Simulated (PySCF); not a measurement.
**InSb: input and log**

State: ³Σ⁻ (triplet), unpaired electrons π ↑↑.

An equivalent input (the run itself took its basis sets from the Basis Set Exchange, started from a PBE0 density and held the occupation σ 9α 9β, πx 5α 4β, πy 5α 4β, δx 2α 2β, δy 2α 2β):

```python
from pyscf import gto, dft
mol = gto.M(atom='In 0 0 0; Sb 0 0 2.967', basis={'In': 'def2-SVP', 'Sb': 'def2-SVP'}, ecp={'In': 'def2-SVP', 'Sb': 'def2-SVP'},
            charge=0, spin=2, verbose=4, symmetry='C2v')
mf = dft.UKS(mol, xc='PBE0')
mf.grids.atom_grid = (80, 434)
mf.grids.prune = dft.gen_grid.treutler_prune
mf.irrep_nelec = {'A1': (11, 11), 'A2': (2, 2), 'B1': (5, 4), 'B2': (5, 4)}
mf.conv_tol = 1e-9
mf.max_cycle = 60
mf.diis_space = 10
mf.kernel()
```

The log (some set-up lines and the per-cycle HOMO/LUMO lines removed):

```
******** <class 'pyscf.dft.uks_symm.SymAdaptedUKS'> ********
method = SymAdaptedUKS
damping factor = 0
level_shift factor = 0
DIIS = <class 'pyscf.scf.diis.CDIIS'>
diis_start_cycle = 1
diis_space = 10
diis_damp = 0
SCF conv_tol = 1e-09
SCF conv_tol_grad = None
SCF max_cycles = 60
number electrons alpha = 23  beta = 21
Set gradient conv threshold to 3.16228e-05
init E= -430.389861054485
cycle= 1 E= -430.389149901349  delta_E= 0.000711  |g|= 0.00105  |ddm|= 0.00546
cycle= 2 E= -430.38915028178  delta_E= -3.8e-07  |g|= 0.000968  |ddm|= 0.00521
cycle= 3 E= -430.389151250014  delta_E= -9.68e-07  |g|= 0.000179  |ddm|= 0.00256
cycle= 4 E= -430.389151275536  delta_E= -2.55e-08  |g|= 3.01e-05  |ddm|= 0.00039
cycle= 5 E= -430.389151277024  delta_E= -1.49e-09  |g|= 1.02e-05  |ddm|= 9.5e-05
cycle= 6 E= -430.389151277332  delta_E= -3.08e-10  |g|= 2.88e-06  |ddm|= 5.57e-05
Extra cycle  E= -430.389151277368  delta_E= -3.59e-11  |g|= 1.92e-06  |ddm|= 1.8e-05
converged SCF energy = -430.389151277368  <S^2> = 2.008118  2S+1 = 3.0054071
```

Repeating this along the bond gives Re = 2.957 Å and ωe = 145 cm⁻¹.

A point of this curve took 1.2 CPU seconds beside 0.28 for the integrals, on Arm Neoverse V1 (shared host).

Spin–orbit coupling is left out. The state was picked by a PBE0 search and need not be the measured ground state.
